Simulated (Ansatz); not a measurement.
Reaction (homolysis of the F–Si bond): `F[SiH2][SiH](F)F` → F• + `F[SiH](F)[SiH2]`•

Program: Ansatz. Geometries: PBE0-D4/def2-TZVP. ΔE: electronic, gas phase. CBS: MP2 limit from def2 TZ/QZ plus the TZ coupled-cluster correction, frozen cores. This one scheme is used for every species, atoms too. Functionals use def2-TZVPP. B3LYP here is the variant with VWN-RPA as its local correlation; programs differ in this. Open shells (•) are unrestricted, without spin–orbit coupling. Spin–orbit coupling would lower the free atoms: a little for F. Each species was taken in one conformer, which may not be the lowest.

```json
{"level": "LDA (SPW92)", "ΔE (kJ/mol)": "691.4", "difference from CCSD(T)/CBS": "70.5"}
{"level": "r2SCAN-D4", "ΔE (kJ/mol)": "594.9", "difference from CCSD(T)/CBS": "-26.0"}
{"level": "B3LYP-D4", "ΔE (kJ/mol)": "600.6", "difference from CCSD(T)/CBS": "-20.3"}
{"level": "PBE", "ΔE (kJ/mol)": "605.4", "difference from CCSD(T)/CBS": "-15.5"}
{"level": "revPBE", "ΔE (kJ/mol)": "579.2", "difference from CCSD(T)/CBS": "-41.7"}
{"level": "r2SCAN0", "ΔE (kJ/mol)": "577.4", "difference from CCSD(T)/CBS": "-43.5"}
{"level": "LC-ωPBE", "ΔE (kJ/mol)": "603.1", "difference from CCSD(T)/CBS": "-17.8"}
{"level": "HF/def2-SVP", "ΔE (kJ/mol)": "432.5", "difference from CCSD(T)/CBS": "-188.4"}
{"level": "MP2/def2-SVP", "ΔE (kJ/mol)": "585.1", "difference from CCSD(T)/CBS": "-35.8"}
{"level": "HF/def2-QZVPP", "ΔE (kJ/mol)": "461.0", "difference from CCSD(T)/CBS": "-159.9"}
{"level": "CCSD(T)/CBS", "ΔE (kJ/mol)": "620.9", "difference from CCSD(T)/CBS": "0"}
```

Problem. What do rigid-rotor, harmonic-oscillator terms from PBE0-D4/def2-TZVP frequencies (298.15 K, 1 bar) make of the CCSD(T)/CBS value? (An estimate is asked.)

Solution. Ansatz gave: ΔZPE = -13.0 kJ/mol, ΔH = +612.2 kJ/mol, ΔS = 141 J/(mol·K), ΔG = +570.1 kJ/mol. Open shells count their whole term as degenerate. Modes under 50 cm⁻¹ make the entropy rough.

Largest T1 diagnostic among the species: 0.014.

From PBE to PBE0 (25 % exact exchange), in def2-TZVPP and without D4, ΔE moves by −18.0 kJ/mol: exact exchange takes away binding that semilocal exchange gives to molecules. Leaving LDA and LC-ωPBE aside and taking each functional with its dispersion term where it has one, the values, not all of them listed here, spread over 36.0 kJ/mol, from r2SCAN0-D4 to ωB97M-V. LDA lies +86.0 kJ/mol from PBE without D4, its usual overbinding.

CCSD(T)/CBS has its own doubt, a few kJ/mol and more with outer-core shells, so smaller differences from it don't rank the levels.
